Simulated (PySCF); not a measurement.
Record of a relaxation.

Species: C₃H₄Cl₂OSi.
Numbering: `[CH:1]#[C:2][Si@@H:3]([OH:4])[CH:5]([Cl:6])[Cl:7]` (hydrogens: H8 on C1; H9 on Si3; H10 on O4; H11 on C5)

Method: PySCF 2.14.0, PBE0-D3(BJ)/def2-SVP geometry optimisation, gas phase; density fitting, grid level 1; the optimiser is geomeTRIC in internal coordinates, started from a GFN2-xTB structure with every atom displaced at random (about 0.01 Å). 8 of its 10 geometries are shown. The frame can shift and turn from step to step; on so coarse a grid that alone can change the energy by a few meV, and forces under 0.02 eV/Å are noise.

Step 0: E = -38113.7620 eV, largest atomic force 4.098 eV/Å
```
atom  x, y, z in Å  |  force x, y, z in eV/Å
C1      2.563   -1.034    0.223   -3.259   2.446  -0.435
C2      1.577   -0.301    0.088    1.156  -0.684   0.162
Si3     0.091    0.806   -0.121    0.611  -1.064   1.887
O4     -0.258    1.085   -1.652   -0.735   0.057  -2.098
C5     -1.314   -0.181    0.750    0.111   0.206   0.310
Cl6    -1.679   -1.642   -0.180    0.127  -0.379  -0.317
Cl7    -2.768    0.821    0.878   -0.293   0.406   0.035
H8      3.395   -1.631    0.326    1.715  -1.279   0.231
H9      0.249    2.132    0.497    0.157   0.066   0.232
H10    -0.730    0.428   -2.185    0.230   0.160   0.205
H11    -1.088   -0.509    1.779    0.181   0.065  -0.212
```

Step 1: E = -38113.9240 eV, largest atomic force 0.267 eV/Å
```
atom  x, y, z in Å  |  force x, y, z in eV/Å
C1      2.624   -0.935    0.172    0.044  -0.193   0.135
C2      1.582   -0.306    0.115   -0.046   0.139  -0.039
Si3     0.081    0.748   -0.066    0.157  -0.157  -0.107
O4     -0.270    1.019   -1.656   -0.041   0.145   0.027
C5     -1.375   -0.174    0.749   -0.057   0.099   0.000
Cl6    -1.727   -1.623   -0.238    0.017  -0.017  -0.003
Cl7    -2.790    0.909    0.846    0.066  -0.031  -0.016
H8      3.528   -1.526    0.252   -0.190   0.178  -0.057
H9      0.282    2.058    0.594    0.017  -0.003   0.002
H10    -0.731    0.324   -2.134    0.011  -0.094   0.032
H11    -1.170   -0.519    1.770    0.022  -0.064   0.026
```

Step 3: E = -38113.9362 eV, largest atomic force 0.109 eV/Å
```
atom  x, y, z in Å  |  force x, y, z in eV/Å
C1      2.586   -0.945    0.210   -0.092   0.002   0.040
C2      1.568   -0.286    0.111    0.085   0.025  -0.064
Si3     0.085    0.767   -0.090   -0.045   0.000   0.069
O4     -0.301    1.039   -1.671   -0.035   0.019  -0.032
C5     -1.350   -0.174    0.740   -0.009   0.036   0.035
Cl6    -1.691   -1.618   -0.262   -0.006  -0.017  -0.024
Cl7    -2.772    0.888    0.865   -0.006  -0.013   0.008
H8      3.477   -1.536    0.302    0.086  -0.048   0.009
H9      0.290    2.076    0.571    0.002   0.006  -0.018
H10    -0.733    0.304   -2.121    0.022  -0.016  -0.007
H11    -1.123   -0.540    1.750   -0.001   0.006  -0.017
```

Step 4: E = -38113.9384 eV, largest atomic force 0.091 eV/Å
```
atom  x, y, z in Å  |  force x, y, z in eV/Å
C1      2.573   -0.948    0.229   -0.045   0.020   0.008
C2      1.568   -0.273    0.104    0.047   0.015  -0.055
Si3     0.083    0.778   -0.101   -0.048   0.013   0.077
O4     -0.319    1.045   -1.680   -0.013  -0.037  -0.016
C5     -1.341   -0.173    0.737    0.005   0.010   0.010
Cl6    -1.679   -1.613   -0.277   -0.005  -0.003  -0.009
Cl7    -2.771    0.873    0.885   -0.011  -0.002   0.010
H8      3.460   -1.545    0.336    0.057  -0.045   0.018
H9      0.287    2.091    0.552   -0.004   0.006  -0.016
H10    -0.725    0.289   -2.121    0.019   0.015  -0.019
H11    -1.101   -0.550    1.741   -0.003   0.009  -0.009
```

Step 5: E = -38113.9395 eV, largest atomic force 0.051 eV/Å
```
atom  x, y, z in Å  |  force x, y, z in eV/Å
C1      2.566   -0.946    0.243   -0.004   0.016  -0.005
C2      1.571   -0.260    0.097    0.012   0.003  -0.026
Si3     0.079    0.785   -0.108   -0.027   0.011   0.033
O4     -0.330    1.044   -1.688    0.006  -0.049   0.010
C5     -1.337   -0.174    0.737    0.008  -0.009  -0.008
Cl6    -1.673   -1.609   -0.286   -0.001   0.006   0.007
Cl7    -2.772    0.861    0.904   -0.006   0.006   0.005
H8      3.448   -1.549    0.364    0.008  -0.014   0.012
H9      0.279    2.103    0.536   -0.008   0.003  -0.009
H10    -0.710    0.275   -2.131    0.012   0.023  -0.017
H11    -1.087   -0.556    1.736    0.000   0.003  -0.001
```

Step 6: E = -38113.9400 eV, largest atomic force 0.038 eV/Å
```
atom  x, y, z in Å  |  force x, y, z in eV/Å
C1      2.563   -0.939    0.251    0.020   0.002  -0.005
C2      1.573   -0.250    0.093   -0.013  -0.002   0.004
Si3     0.075    0.787   -0.112   -0.004   0.006  -0.014
O4     -0.331    1.038   -1.694    0.010  -0.029   0.024
C5     -1.336   -0.175    0.738    0.005  -0.017  -0.014
Cl6    -1.673   -1.610   -0.286    0.001   0.009   0.013
Cl7    -2.773    0.854    0.916   -0.001   0.008  -0.001
H8      3.442   -1.547    0.384   -0.020   0.010   0.003
H9      0.267    2.110    0.524   -0.008   0.002  -0.003
H10    -0.691    0.265   -2.144    0.006   0.011  -0.010
H11    -1.080   -0.559    1.735    0.004   0.000   0.003
```

Step 8: E = -38113.9403 eV, largest atomic force 0.030 eV/Å
```
atom  x, y, z in Å  |  force x, y, z in eV/Å
C1      2.564   -0.923    0.268    0.007  -0.003  -0.003
C2      1.572   -0.238    0.099   -0.012  -0.005   0.026
Si3     0.067    0.786   -0.118    0.012   0.000  -0.027
O4     -0.322    1.021   -1.705   -0.004   0.013   0.005
C5     -1.339   -0.178    0.737   -0.002  -0.008  -0.005
Cl6    -1.676   -1.620   -0.275    0.002   0.002   0.005
Cl7    -2.778    0.850    0.914    0.000   0.001  -0.004
H8      3.441   -1.530    0.413   -0.006   0.010  -0.001
H9      0.240    2.116    0.507    0.001   0.000   0.000
H10    -0.656    0.245   -2.170    0.001  -0.012   0.002
H11    -1.078   -0.555    1.735    0.001   0.002   0.002
```

Step 9: E = -38113.9403 eV, largest atomic force 0.029 eV/Å
```
atom  x, y, z in Å  |  force x, y, z in eV/Å
C1      2.564   -0.911    0.285   -0.006   0.002  -0.005
C2      1.570   -0.231    0.110   -0.003  -0.005   0.022
Si3     0.062    0.785   -0.123    0.009  -0.003  -0.006
O4     -0.314    1.008   -1.714   -0.009   0.023  -0.015
C5     -1.342   -0.180    0.733   -0.003   0.005   0.004
Cl6    -1.674   -1.629   -0.268    0.002  -0.005  -0.004
Cl7    -2.783    0.847    0.901   -0.002  -0.004  -0.004
H8      3.443   -1.514    0.435    0.010   0.001   0.003
H9      0.223    2.120    0.495    0.005  -0.001  -0.001
H10    -0.632    0.228   -2.182   -0.001  -0.017   0.006
H11    -1.081   -0.548    1.734   -0.003   0.004  -0.001
```

Problem. Summarise the path.

Solution. The energy falls by 4.11 kcal/mol from step 0 to step 9; nine tenths of that is first reached at step 1. It falls at every step. The largest force goes from 4.098 to 0.029 eV/Å. Among the bonds Si3–O4 changes most, from 1.595 to 1.650 Å; the atoms move by 0.081 Å rms after alignment.

Problem. Follow the three bonds and two angles with the largest change from start to end.

Solution. 
```json
{"step": "0", "E above end (kcal/mol)": "4.11", "largest force (eV/Å)": "4.098", "Si3–O4 (Å)": "1.595", "C1–H8 (Å)": "1.029", "C2–Si3 (Å)": "1.865", "Si3–O4–H10 (°)": "121.1", "C2–Si3–H9 (°)": "113.7"}
{"step": "1", "E above end (kcal/mol)": "0.37", "largest force (eV/Å)": "0.267", "Si3–O4 (Å)": "1.651", "C1–H8 (Å)": "1.083", "C2–Si3 (Å)": "1.843", "Si3–O4–H10 (°)": "117.5", "C2–Si3–H9 (°)": "110.6"}
{"step": "2", "E above end (kcal/mol)": "0.19", "largest force (eV/Å)": "0.140", "Si3–O4 (Å)": "1.650", "C1–H8 (Å)": "1.077", "C2–Si3 (Å)": "1.832", "Si3–O4–H10 (°)": "116.5", "C2–Si3–H9 (°)": "110.5"}
{"step": "3", "E above end (kcal/mol)": "0.09", "largest force (eV/Å)": "0.109", "Si3–O4 (Å)": "1.650", "C1–H8 (Å)": "1.074", "C2–Si3 (Å)": "1.830", "Si3–O4–H10 (°)": "115.2", "C2–Si3–H9 (°)": "110.4"}
{"step": "4", "E above end (kcal/mol)": "0.04", "largest force (eV/Å)": "0.091", "Si3–O4 (Å)": "1.651", "C1–H8 (Å)": "1.074", "C2–Si3 (Å)": "1.831", "Si3–O4–H10 (°)": "114.4", "C2–Si3–H9 (°)": "110.4"}
{"step": "5", "E above end (kcal/mol)": "0.02", "largest force (eV/Å)": "0.051", "Si3–O4 (Å)": "1.652", "C1–H8 (Å)": "1.076", "C2–Si3 (Å)": "1.833", "Si3–O4–H10 (°)": "114.3", "C2–Si3–H9 (°)": "110.4"}
{"step": "6", "E above end (kcal/mol)": "0.01", "largest force (eV/Å)": "0.038", "Si3–O4 (Å)": "1.652", "C1–H8 (Å)": "1.077", "C2–Si3 (Å)": "1.834", "Si3–O4–H10 (°)": "114.7", "C2–Si3–H9 (°)": "110.6"}
{"step": "7", "E above end (kcal/mol)": "0.00", "largest force (eV/Å)": "0.034", "Si3–O4 (Å)": "1.652", "C1–H8 (Å)": "1.077", "C2–Si3 (Å)": "1.834", "Si3–O4–H10 (°)": "115.1", "C2–Si3–H9 (°)": "110.7"}
{"step": "8", "E above end (kcal/mol)": "0.00", "largest force (eV/Å)": "0.030", "Si3–O4 (Å)": "1.651", "C1–H8 (Å)": "1.076", "C2–Si3 (Å)": "1.833", "Si3–O4–H10 (°)": "115.4", "C2–Si3–H9 (°)": "110.8"}
{"step": "9", "E above end (kcal/mol)": "0.00", "largest force (eV/Å)": "0.029", "Si3–O4 (Å)": "1.650", "C1–H8 (Å)": "1.076", "C2–Si3 (Å)": "1.833", "Si3–O4–H10 (°)": "115.7", "C2–Si3–H9 (°)": "110.9"}
```

The cost below is that of the whole optimisation. The run took 85 s wall on one thread, Arm Neoverse V1 (aarch64), no GPU (shared host), and the process peaked at 0.56 GiB of memory.
